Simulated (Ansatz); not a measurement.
**Pulling the pair apart**

The pair of Cu⁺ (SMILES [Cu+], atom 1) and AsH₃ (SMILES [AsH3], atoms 2–5), both closed shells, in one local arrangement (a lower one may exist), relaxed at PBE0-D4/def2-TZVP:

```csv
atom,x (Å),y (Å),z (Å)
Cu1,-0.1082,-0.7590,-1.2202
As2,0.0753,0.5301,0.8505
H3,-1.2540,0.3662,0.0541
H4,0.8876,0.8536,-0.4394
H5,0.3993,-0.9908,0.7551
```

AsH₃ is shifted rigidly along the line between the mean atom positions of the two fragments (negative: closer). Counterpoise interaction energies in kcal/mol. Computed with Ansatz 0.2.0 (basis: def2-TZVPPD); correlated methods freeze the cores. The 3s and 3p shells of Cu and Zn are frozen; filled d shells are correlated. The def2 sets are not built for correlating such inner shells, so the correlated values are less sure here. B3LYP uses VWN-RPA correlation.

```
shift (Å)  B3LYP-D4      HF  r2SCAN-D4
    -0.24    -32.73    1.45     -44.20
    -0.12    -37.18   -7.07     -46.65
     0.00    -38.68  -12.14     -46.40
     0.12    -38.34  -14.87     -44.58
     0.29    -36.16  -16.14     -40.67
     0.61    -30.38  -14.53     -32.29
     1.22    -18.56   -8.57     -18.76
     2.45     -6.28   -2.51      -6.49
```

Task: What does CCSD(T) give at these shifts? (Judge from chemistry; the value comes from the calculation.)

Result: Computed: -22.94, -27.46, -29.18, -29.13, -27.33, -21.77, -11.58, -2.91 kcal/mol. For zero shift, CCSD(T) at an estimated basis limit (MP2 extrapolated from triple and quadruple zeta, plus CCSD(T) − MP2 in triple zeta) gives -34.20 kcal/mol. These are counterpoise interaction energies, counted from the two frozen fragments.

No T1 diagnostic of these runs exceeds 0.020.

For scale, one of the runs: CCSD(T)/def2-TZVPPD, 172 basis functions, launched by `ansatz run in.yaml --threads 4 --pin off --events-out ev --progress --plain --max-ram 9574MiB`. Hardware: 4 CPU threads of an Arm Neoverse V1, shared host. Wall time 32 s; peak host memory 1.4 GiB.
